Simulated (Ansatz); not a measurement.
Reaction (atomization): `[F][Mg-]1[O]C=CC=[O+]1` → 3 C• + F• + 3 H• + Mg (atom) + 2 O•

Computed with Ansatz on PBE0-D4/def2-TZVP structures; ΔE is electronic, products minus reactants. CCSD(T)/CBS is the MP2 limit (def2-TZVPP, def2-QZVPP) plus CCSD(T) − MP2 in def2-TZVPP, frozen cores. This one scheme is used for every species, atoms too. For atomizations the MP2-based limit and the directly extrapolated one differ by several kJ/mol either way, and by 10 to 25 for some Ge, Se and Sn compounds, so smaller differences from it don't rank the levels. DFT in def2-TZVPP. Open shells (•) are unrestricted, without spin–orbit coupling. Spin–orbit coupling would lower the free atoms: a little for C, F, O. For Mg outer-core shells are correlated without core-valence functions, so the limit isn't a true one: a few kJ/mol of doubt a bond, and 10 to 20 or more in all where bonds break to atoms.

```csv
level,ΔE (kJ/mol)
BLYP-D4,4496.0
CAM-B3LYP-D4,4476.1
CCSD(T)/def2-SVP,4254.5
CCSD/def2-TZVPP,4220.9
```

Task: What does CCSD(T)/CBS give? (Estimate.)

Result: Computed: +4465.7 kJ/mol. The listed levels differ from it by 30.3, 10.4, -211.2, -244.8 kJ/mol.

Largest T1 diagnostic among the species: 0.016.

Leaving LDA and LC-ωPBE aside and taking each functional with its dispersion term where it has one, the values, not all of them listed here, spread over 383.4 kJ/mol, from BHLYP-D4 to PBE-D4. LDA lies +605.3 kJ/mol from PBE without D4, its usual overbinding. From r2SCAN to r2SCAN0 (25 % exact exchange), in def2-TZVPP and without D4, ΔE moves by −130.3 kJ/mol: exact exchange takes away binding that semilocal exchange gives to molecules. The D4 term adds +35.1 kJ/mol with B3LYP and +18.4 kJ/mol with PBE0; it sums over pairs of atoms, weighted by their polarisabilities, and B3LYP, whose exchange is more repulsive, gets the larger term.

B3LYP here is the variant with VWN-RPA as its local correlation; programs differ in this.
